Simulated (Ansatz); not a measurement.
A run for Ansatz (a first-principles code): R-B3LYP/def2-TZVPP on Cl3FSi (SMILES F[Si](Cl)(Cl)Cl).

Ansatz 0.2 input:
```yaml
crystal:
  periodic: [false, false, false]
  atoms:
    - {symbol: Si, position_ang: [-0.03465544, -0.02179860, 0.05130222]}
    - {symbol: Cl, position_ang: [0.54843280, -1.61921426, -1.04858397]}
    - {symbol: Cl, position_ang: [-1.22016893, 1.20245803, -1.04287551]}
    - {symbol: Cl, position_ang: [1.57550177, 0.98597580, 0.75362561]}
    - {symbol: F, position_ang: [-0.86911020, -0.54732097, 1.28653166]}
basis:
  gaussian:
    orbitals: def2-TZVPP
hamiltonian:
  xc: {name: B3LYP}
scf: {lower_state_search: off}
```

The log:

```
WARN ansatz: RAYON_NUM_THREADS=4 ignored (pool sized by the plan → 4); use --threads N
Functional definition: B3LYP
these checks for a lower state are left out or cut short: stability, starts, cluster_reference, orbital_swaps, neighbouring_geometries, increment
integrals: 0.16 GiB planned
1386 factors; their error is unknown
mean field: 1.34 GiB planned
mean field evaluation 1: about -48170.7933 eV, gradient 3.7e1 eV
mean field evaluation 2: about -48167.8952 eV, gradient 6.0e1 eV
mean field evaluation 4: about -48172.7791 eV, gradient 7.1e-1 eV
mean field evaluation 8: about -48172.7794 eV, gradient 1.8e-2 eV
mean field evaluation 16: about -48172.8696 eV, gradient 1.3e-5 eV
mean field -48172.86964050 eV, -1770.3203065445 hartree, gradient 3.7e-6 eV, S^2 0.000000; 0 other end points of the search recorded, 0 dependent functions left out
reference -48172.86989988 eV, -1770.3203160768 hartree; 37, 37 occupied and 162, 162 virtual orbitals, 1386 factors
Total energy: -48172.86989988 eV, -1770.3203160768 hartree
Checks for a lower state left out: stability, starts, cluster_reference, orbital_swaps, neighbouring_geometries, increment
```

The run converged.

Cost: around 5 core-seconds (rough).
